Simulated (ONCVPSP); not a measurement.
**Logarithmic derivatives: erbium (Er), ONCV**

* Element: Er
* Generator: ONCVPSP 4.0.1
* Type: optimised norm-conserving Vanderbilt (ONCV)
* Functional: PBE
* Relativity: scalar-relativistic
* Frozen core: [Kr]
* Valence charge: 32
* Reference configuration: 4d10 4f12 5s2 5p6 6s0.5 (charge +1.5)
* Partial waves: 5s+6s: rc 1.75 bohr, ncon 4, nbas 8, qcut 6.7 1/bohr, 3 projectors, debl 0.5 Ha; 5p: rc 2.30 bohr, ncon 5, nbas 9, qcut 5.8 1/bohr, 2 projectors, debl 2 Ha; 4d: rc 0.65 bohr, ncon 4, nbas 8, qcut 16.3 1/bohr, 2 projectors, debl 3 Ha; 4f: rc 1.30 bohr, ncon 4, nbas 8, qcut 14.7 1/bohr, 2 projectors, debl 3.6 Ha
* Local potential: polynomial inside 0.45 bohr (lpopt 2, dvloc0 6 Ha)
* Core correction: none

In the d channel the program set the typed energies aside and used -6.455, 0.250 Ha.

The phase is arctan(r·R′/R) of the radial function R(r), unwrapped; energies in Ha, scanned from -8 to 5 Ha. A pole is an energy at which the radial function vanishes at the test radius. The pseudo phase is shifted by a multiple of π to meet the all-electron one at the reference energy, and phase errors are pseudo minus all-electron; the curves can meet again beyond the range given. Levels narrower than the energy grid can be missing from the lists of poles.

For each channel, where are the poles, and over which energies does the pseudopotential scatter like the atom?

| channel | radius (bohr) | reference energy (Ha) | poles, all-electron | poles, pseudo | unbroken range about the reference energy with phases within 0.05 rad | phase error 1 Ha above the reference energy (rad) |
| --- | --- | --- | --- | --- | --- | --- |
| s | 1.78 | -0.44 | -1.57 | -1.57 | the whole range | +0.000 |
| p | 2.34 | -1.35 | -1.09, 3.40 | -1.09, 3.36 | the whole range | -0.000 |
| d | 0.66 | -6.45 | 3.60 | 3.60 | the whole range | +0.000 |
| f | 1.32 | -0.49 | 0.05 | 0.05 | the whole range | -0.000 |

Note: ghosts flagged at negative energy: s at -844.0 eV, p at -326.0 eV; GHOST(+) flagged for s at 399.7 eV. A true bound ghost makes a file unfit for plane-wave use.

Phases in the p channel:

| E (Ha) | all-electron | pseudo |
| --- | --- | --- |
| -7.96 | 1.442 | 1.442 |
| -7.24 | 1.434 | 1.434 |
| -6.52 | 1.424 | 1.424 |
| -5.80 | 1.412 | 1.412 |
| -5.08 | 1.396 | 1.396 |
| -4.36 | 1.374 | 1.374 |
| -3.64 | 1.341 | 1.341 |
| -2.92 | 1.282 | 1.282 |
| -2.20 | 1.119 | 1.119 |
| -1.48 | -0.965 | -0.965 |
| -0.76 | -1.723 | -1.723 |
| -0.04 | -2.029 | -2.029 |
| 0.68 | -3.289 | -3.289 |
| 1.40 | -4.357 | -4.358 |
| 2.12 | -4.571 | -4.572 |
| 2.84 | -4.663 | -4.665 |
| 3.56 | -4.725 | -4.729 |
| 4.28 | -4.784 | -4.796 |
| 5.00 | -4.867 | -4.914 |
